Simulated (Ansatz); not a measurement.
`C=C[SiH2][SiH](O)O` → 2 C• + 8 H• + 2 O• + 2 Si•  (atomization)

Gas-phase electronic energies from Ansatz, PBE0-D4/def2-TZVP geometries. CCSD(T)/CBS adds triple-zeta CCSD(T) − MP2 to the extrapolated MP2 energy (def2 sets, frozen cores). This one scheme is used for every species, atoms too. DFT in def2-TZVPP. Open shells (•) are unrestricted, without spin–orbit coupling. Spin–orbit coupling would lower the free atoms: a little for C, O, Si. Each species was taken in one conformer, which may not be the lowest.

CCSD(T)/CBS gives +1266.7 kcal/mol.

Another level gave +1247.8 kcal/mol. Which?
A. ωB97M-V/def2-TZVPP
B. B2PLYP/def2-TZVPP
C. r2SCAN/def2-TZVPP
D. PBE/def2-TZVPP

B. B2PLYP 1247.8, r2SCAN 1262.3, ωB97M-V 1265.2, PBE 1269.2 kcal/mol.

Largest T1 diagnostic among the species: 0.013.

In def2-TZVPP, CCSD(T) changes the Hartree–Fock value by +307.3 kcal/mol (the triples alone add +18.0 kcal/mol) and MP2 by +326.1 kcal/mol; breaking electron pairs costs correlation energy, which Hartree–Fock lacks. The D4 term adds +12.7 kcal/mol with B3LYP and +6.8 kcal/mol with PBE0; it sums over pairs of atoms, weighted by their polarisabilities, and B3LYP, whose exchange is more repulsive, gets the larger term. From PBE to PBE0 (25 % exact exchange), in def2-TZVPP and without D4, ΔE moves by −19.8 kcal/mol: exact exchange takes away binding that semilocal exchange gives to molecules.

B3LYP here is the variant with VWN-RPA as its local correlation; programs differ in this.

For atomizations the MP2-based limit and the directly extrapolated one differ by several kJ/mol either way, and by 10 to 25 for some Ge, Se and Sn compounds, so smaller differences from it don't rank the levels.
